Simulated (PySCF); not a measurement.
Compound: CH9GeN3.
Bonds: C1–N2, N2–Ge3, Ge3–N4, Ge3–N5. Hydrogens: H6, H7, H8 on C1; H9 on N2; H10 on Ge3; H11, H12 on N4; H13, H14 on N5.

Theory: PBE0-D3(BJ)/def2-SVP geometry optimisation, gas phase (PySCF).

**Question.** Give the optimised bond lengths and angles.

**Answer.** 
```csv
bond,length (pm)
C1–N2,143.9
N2–Ge3,182.3
"Ge3–N4, Ge3–N5",182.9
"C1–H6, C1–H7, C1–H8",110.5
N2–H9,101.3
Ge3–H10,154.4
N4–H11 and 3 like bonds,101.6
```

Bonds in one row agree within 1 pm and their mean is given. A selection of angles:
```csv
angle,degrees
N2–C1–H6,111.8
N2–C1–H7,114.5
N2–C1–H8,109.8
H6–C1–H7,107.3
H7–C1–H8,106.5
C1–N2–Ge3,124.3
C1–N2–H9,115.0
Ge3–N2–H9,117.3
N2–Ge3–N4,108.1
N2–Ge3–N5,116.0
N2–Ge3–H10,104.5
N4–Ge3–N5,101.5
N4–Ge3–H10,119.1
N5–Ge3–H10,108.2
Ge3–N4–H11,115.3
H11–N4–H12,109.3
Ge3–N5–H14,113.7
```

Torsions: C1–N2–Ge3–N4 47° (synclinal). The mirror-image conformer, all signs reversed, is as good.

N2 (nitrogen bonded to C, Ge and H) is almost planar (angles 124.3°, 117.3° and 115.0°, sum 356.7°, 0.14 Å off the plane of its three neighbours). Ge3 (germanium bonded to 3 N and H) is distorted tetrahedral (angles from 101.5° to 119.1°). N4 (nitrogen bonded to Ge and 2 H) is pyramidal (angles 115.3°, 115.1° and 109.3°, sum 339.7°, 0.32 Å off the plane of its three neighbours).

Point group: C1 (no symmetry element, even within 0.4 Å). Whether it is a minimum is left open (no frequencies). The numbers are those of one conformer (C1–N2–Ge3–N4 47°, N2–Ge3–N4–H 54° and -177°, N2–Ge3–N5–H -59° and 67°).
